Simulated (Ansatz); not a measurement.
Reaction (formal hydrolysis of a C–B bond): `[F][Zn][CH2]BCl` + H₂O → `O[CH2][Zn][F]` + `BCl`

Computed with Ansatz on PBE0-D4/def2-TZVP structures; ΔE is electronic, products minus reactants. CCSD(T)/CBS is the MP2 limit (def2-TZVPP, def2-QZVPP) plus CCSD(T) − MP2 in def2-TZVPP, frozen cores. This one scheme is used for every species. DFT in def2-TZVPP. B3LYP here is the variant with VWN-RPA as its local correlation; programs differ in this. For Zn outer-core shells are correlated without core-valence functions, which leaves a few kJ/mol of doubt a bond. Scalar relativity is left out up to krypton. Each species was taken in one conformer, which may not be the lowest.

```csv
level,ΔE (kcal/mol),difference from CCSD(T)/CBS
B3LYP-D4,37.6,-4.0
B2PLYP,38.6,-3.0
MP2/def2-TZVPP,43.5,1.9
CCSD/def2-TZVPP,40.5,-1.1
CCSD(T)/def2-TZVPP,40.9,-0.7
HF/def2-QZVPP,37.3,-4.3
SCS-MP2/def2-QZVPP,41.0,-0.6
HF/CBS(def2),37.3,-4.3
MP2/CBS(def2),44.1,2.5
CCSD/CBS(def2),41.1,-0.5
CCSD(T)/CBS,41.6,0
```

Largest T1 diagnostic among the species: 0.016.

From PBE to PBE0 (25 % exact exchange), in def2-TZVPP and without D4, ΔE moves by +2.3 kcal/mol. The D4 term adds +1.6 kcal/mol with B3LYP and +0.9 kcal/mol with PBE0; it sums over pairs of atoms, weighted by their polarisabilities, and B3LYP, whose exchange is more repulsive, gets the larger term. In def2-TZVPP, CCSD(T) changes the Hartree–Fock value by +3.7 kcal/mol (the triples alone add +0.5 kcal/mol) and MP2 by +6.2 kcal/mol.
